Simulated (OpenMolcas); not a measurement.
# Rh4+: moving the ligands

Rh4+ with its 6 nearest fluoride ions at 1.873 Å, on the Ge site of Cs2GeF6 (a = 9.021 Å, distance in the model lattice 1.804 Å). The rest of the host is ab initio model potentials to 7.6 Å and point charges beyond; the distance is set by hand and nothing relaxes. Ligand basis ANO-RCC-VDZP.

| Property | Result |
| --- | --- |
| Program | OpenMolcas 26.06 |
| Method | CASSCF |
| Basis | ANO-RCC-VTZP [7s6p4d2f1g] |
| Scalar Hamiltonian | DKH2, point nucleus |
| Active space | 5 electrons in 5 orbitals (4d) |
| State averaging | 2S+1 = 6 even, 1 root; 2S+1 = 4 even, 24 roots; 2S+1 = 2 even, 75 roots |
| Spin-orbit coupling | RASSI with atomic mean-field integrals over the reference wave functions |

Runs around this geometry, states (labels of O, the rotations of Oh). Energies in cm-1 above the lowest state or level, χT in cm3 K/mol; under a threefold ground state the first gap can be a small split of the lowest multiplet, not the spin-orbit step; 10Dq and B are least-squares fits to the states below 45000 cm-1, weighted by degeneracy, with a free offset, and given where the rms deviation is under 5 % of |10Dq| (or 100 cm-1) and under 700 cm-1.

```tsv
R (Å)	Ground state	First state of that spin	10Dq	B (rms of fit)	First gap with spin-orbit (degeneracies)	χT at 300 K	First state of another spin
1.804	2T2	2T1 32414	36381	765 (357)	2239 (2, 4)	0.512	2S+1 = 4: 22039
1.873	2T2	27168	30917	778 (448)	2279 (2, 4)	0.526	2S+1 = 4: 16744
1.91	2T2	24764	29015	770 (498)	2300 (2, 4)	0.534	2S+1 = 4: 14329
```

Taking |10Dq| as R^-n, n = -ln(29015 / 36381) / ln(1.91 / 1.804) = 4.0 between the shortest and longest distance. The point-charge formula for a cubic d site gives n = 5.

An orbital triplet at a regular site is open to Jahn-Teller coupling, which can distort the site and quench the lowest spin-orbit gaps and is left out. Without dynamic correlation the repulsion within the d shell is too large (B by tens of per cent), so at a given field states of lower spin stand too high. The least metal-like active orbital is 71 % on the metal (Löwdin) and no ligand orbital is active, so the numbers are rough. With metal d orbitals alone the field can be off either way by tens of per cent. Ligand-to-metal charge-transfer states are missing. With no ligand orbital active B as a rule stays too high, so bands that hang on it stand too high and its fall with covalency is understated. No measured value stands beside these numbers; the geometry was set by hand and not optimised.

A state without a sure symmetry label is named by its multiplicity alone.
